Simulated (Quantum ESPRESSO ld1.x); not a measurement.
Results of a calculation; reference values are marked as such.
Task: The mean radii <r> (bohr) of the occupied orbitals of an atom or ion are listed with their occupations. Code: ld1.x of Quantum ESPRESSO 7.5. Model: scalar-relativistic Kohn-Sham, LDA (Slater exchange, VWN5 correlation), spin-unpolarised, spherical densities, point nucleus.

orbital  occ.      <r>
1s          2  0.02318
2s          2  0.09757
2p          6  0.08560
3s          2   0.2347
3p          1   0.2278

Name the element and its charge.

Result: Z = 61, promethium, charge +48: Pm48+ in [Ne] 3s2 3p1. The 1s radius gives Z: for a bare nucleus <r> = (2 gamma + 1)/(2Z) with gamma = sqrt(1 - (Z/c)^2), 0.02288 bohr for Z = 61, and screening makes it slightly larger (0.02318 here). The occupations add up to 13, and the charge is Z minus that.
